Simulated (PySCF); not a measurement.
NICS in rings of unrelated molecules.

NICS is the negative of the GIAO shielding at a point without a nucleus: at the ring centre (0) and 1 Å above and below it (1); zz is the component along the ring normal. Level: GIAO PBE0/pcSseg-1 (PySCF, non-relativistic, gas phase) on the GFN2-xTB geometries, one conformer each. Atom numbers follow the mapped SMILES.

**Question.** Order these rings by mean NICS(1)zz, lowest (most negative) first (ppm).
A. ring C3–C4–C5–C8–Si9 in `[CH:1]#[C:2][C@@H:3]1[CH2:4][C@H:5]([CH:6]=[O:7])[CH2:8][SiH2:9]1`
B. ring C3–C4–C5–Si6–C8 in `[F:1][CH2:2][C:3]1=[CH:4][CH2:5][Si@@H:6]([PH2:7])[CH2:8]1`
C. ring C5–Si6–C7 in `[CH3:1][CH2:2][C:3]#[C:4][C@@H:5]1[SiH2:6][C@@H:7]1[SiH2:8][Cl:9]`
D. ring N2–C3–C4–C5–C7 in `[CH3:1][n:2]1[cH:3][cH:4][c:5]([F:6])[cH:7]1`
E. ring C2–C3–C6–S7–Si8 in `[CH2:1]=[C:2]1[C@@H:3]([CH2:4][SiH3:5])[CH2:6][S:7][Si@@H:8]1[OH:9]`
F. ring C4–C5–C6–Si8–C9 in `[CH2:1]=[CH:2][O:3][C:4]1=[CH:5][C:6](=[CH2:7])[SiH2:8][CH2:9]1`
G. ring C2–N3–C4–O5–C6 in `[CH3:1][c:2]1[n:3][cH:4][o:5][c:6]1[N:7]([SiH3:8])[SiH3:9]`

**Answer.** D (-27.3), G (-22.1), C (-16.9), A (-4.5), E (-3.1), B (-1.2), F (0.0).

```
                           SMILES                                                      ring  NICS(0)  NICS(1)  NICS(1)zz  HOMA  rms pucker (Å)  ring atoms with four or more neighbours
                      Cn1ccc(F)c1         5-membered ring with N; formal bonds all aromatic    -15.8    -10.5      -27.3  0.93            0.00                                        0
          Cc1ncoc1N([SiH3])[SiH3]   5-membered ring with N and O; formal bonds all aromatic    -10.6     -9.0      -22.1  0.40            0.00                                        0
CCC#C[C@@H]1[SiH2][C@@H]1[SiH2]Cl          3-membered ring with Si; formal bonds all single    -28.6     -8.2      -16.9     –            0.00                                        3
    C#C[C@@H]1C[C@H](C=O)C[SiH2]1          5-membered ring with Si; formal bonds all single     -5.9     -4.5       -4.5     –            0.20                                        5
   C=C1[C@@H](C[SiH3])CS[Si@@H]1O    5-membered ring with S and Si; formal bonds all single     -5.3     -4.0       -3.1     –            0.18                                        3
              FCC1=CC[Si@@H](P)C1  5-membered ring with Si; formal bonds 1 double, 4 single     -2.1     -2.8       -1.2     –            0.00                                        3
            C=COC1=CC(=C)[SiH2]C1  5-membered ring with Si; formal bonds 1 double, 4 single     -1.8     -2.7        0.0     –            0.01                                        2
```

NICS(0) gives another order. The isotropic NICS(1) gives the same order. HOMA uses Krygowski's 1993 parameters; it is left out where a ring has a four-coordinate atom, a triple bond, no multiple bond or a kind of bond without parameters. NICS(1) and NICS(1)zz are means over the two faces.
